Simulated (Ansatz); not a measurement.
Coupled-cluster diagnostics for Cd₂Cl₂⁺, Ansatz.

Geometry of the doublet (PBE-D4/def2-SVP):

```xyz
4

Cd    0.0422   -0.1088    1.1274
Cd   -0.1337    0.2904   -3.2467
Cl    0.5525    1.1319   -0.8577
Cl   -0.4610   -1.3135    2.9771
```

In the def2 sets Cd takes a core potential; there is no spin–orbit coupling. Correlated methods freeze 10 core orbitals; core or outer-core shells of Cd are correlated, in sets that lack core-valence functions. In the quartet, Cl3 and Cl4 lie 2.68 Å apart (atoms count from 1), so these atoms are partly bonded to each other. The structure comes from a short search, and lower isomers may exist.

Geometry of the charge 1 quartet (PBE-D4/def2-SVP):

Cartesian coordinates in Å:
```
Cd 0.4325 -1.0746 2.4448
Cd -0.2569 0.5458 -2.6341
Cl 1.0217 0.8264 -0.4064
Cl -1.1973 -0.2975 0.5957
```

(1) Estimate the CCSD(T) correlation energy, the shares of MP2 and (T), T1 and the reference's ⟨S²⟩ for: charge 1, doublet, own geometry in def2-SVP; charge 1, quartet, own geometry in def2-SVP; and the rough time on 4 threads of Arm Neoverse V2 on a shared host.

## Answers

(1) 
```tsv
state	basis	correlation (eV)	MP2 share (%)	(T) share (%)	T1	⟨S²⟩ (pure)	wall time	remarks
charge 1, doublet, own geometry	def2-SVP	-26.391	98.3	2.1	0.014	0.75 (0.75)	43 s	–
charge 1, quartet, own geometry	def2-SVP	-25.999	97.9	2.1	0.014	3.77 (3.75)	45 s	flagged by the program
```
Customary marks for T1 are 0.02 (closed shells), 0.045 (open shells) and about 0.05 (3d metals). T1 stays under 0.02 throughout.
